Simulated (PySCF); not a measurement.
These are PBE-D3(BJ)/def2-TZVP // B3LYP-D3(BJ)/def2-TZVP run with PySCF 2.14.0 values and carry that method's errors. All species are isolated molecules in the gas phase. 

Reference species (SMILES): `[Cl][SnH3]` (neutral, multiplicity 1).

```
Quantity          Value
-------------  --------
HOMO–LUMO gap   5.45 eV
LUMO           -1.79 eV
```

Changed species: `[SnH4]` (0 of 4 H replaced by Cl; the reference has 1 of 4 H replaced by Cl).

Question: Give the shifts of the HOMO–LUMO gap and LUMO.

Answer: the HOMO–LUMO gap rises by 2.15 eV, to 7.60 eV; the LUMO rises by 1.46 eV, to -0.33 eV.
